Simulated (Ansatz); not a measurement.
Basis sets compared for CdMe2 (C2H6Cd). Charge 0, multiplicity 1. Geometry PBE0-D4/def2-TZVP. Ansatz on 4 threads of Arm Neoverse V1 on a shared host; times are rough, and most runs start from earlier orbitals.

Cartesian coordinates in Å:
```
Cd 0.000 0.000 0.000
C 2.001 -0.079 -0.676
H 2.037 -0.182 -1.762
H 2.524 -0.930 -0.234
H 2.536 0.833 -0.400
C -2.001 0.078 0.675
H -2.497 0.977 0.303
H -2.039 0.094 1.767
H -2.561 -0.792 0.326
```

In the def2 sets Cd takes a core potential; there is no spin–orbit coupling.

Binding counts from free atoms (Cd singlet, C triplet, H doublet) in the same basis, without a counterpoise term.

```json
{"level": "PBE-D4/def2-SVP", "functions": "89", "energy (Eh)": "-247.3532", "HOMO (eV)": "-5.68", "LUMO (eV)": "-0.62", "binding per atom (eV)": "3.36", "wall time": "0.65 s"}
{"level": "PBE0-D4/def2-SVP", "functions": "89", "energy (Eh)": "-247.3630", "HOMO (eV)": "-6.79", "LUMO (eV)": "0.03", "binding per atom (eV)": "3.34", "wall time": "0.7 s"}
```

**Question.** Estimate the rows for PBE-D4/def2-TZVP, PBE0-D4/def2-TZVP (with forces).

**Answer.** 
```
                          level  functions  energy (Eh)  HOMO (eV)  LUMO (eV)  binding per atom (eV)  wall time
               PBE-D4/def2-TZVP        138    -247.4879      -5.77      -0.68                   3.35     0.95 s
PBE0-D4/def2-TZVP (with forces)        138    -247.4923      -6.84       0.00                   3.33      1.4 s
```
